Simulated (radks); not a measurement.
The terbium anion Tb- inside a hard spherical wall (all orbitals vanish at R), configuration held at [Xe] 4f10 6s2 and not refilled when levels cross. Calculated with a radial shooting solver on a logarithmic mesh with Libxc functionals: scalar-relativistic Kohn-Sham, LDA (Slater exchange, Perdew-Wang correlation), spin-unpolarised, spherical densities, finite nucleus; Fermi nuclear charge, rms radius 5.06 fm. Eigenvalues in eV, with the zero of energy where the potential of the charges vanishes at infinity; a dash marks a level that is unbound or too diffuse for the functional's potential to be trusted. A positive occupied level is held by the wall or, in an anion where self-interaction has pushed it up, behind a barrier. The pressure on the wall is -dE/dV.

R (bohr)  E (hartree)  kinetic (hartree)    e(5s)    e(5p)   e(6s)  e(6p, empty)  e(5d, empty)   e(4f)  pressure (GPa)
10        -11700.2178          12587.803  -39.110  -16.857   1.353             -             -   5.932           0.337
8         -11700.1675          12587.939  -37.326  -15.146   2.648         5.328         5.862   7.767            1.54
7         -11700.1088          12588.106  -35.978  -13.863   3.899         7.173         7.184   9.163            3.84
5         -11699.7199          12589.261  -31.314   -9.513  10.488        16.690        12.478  14.173            39.1
2.5       -11690.6849          12619.589    0.497   24.174  102.62        127.36        59.016  52.040            6100
1.5       -11623.1005          12818.609   143.57   189.57  523.55        576.23        261.34  168.55          210000
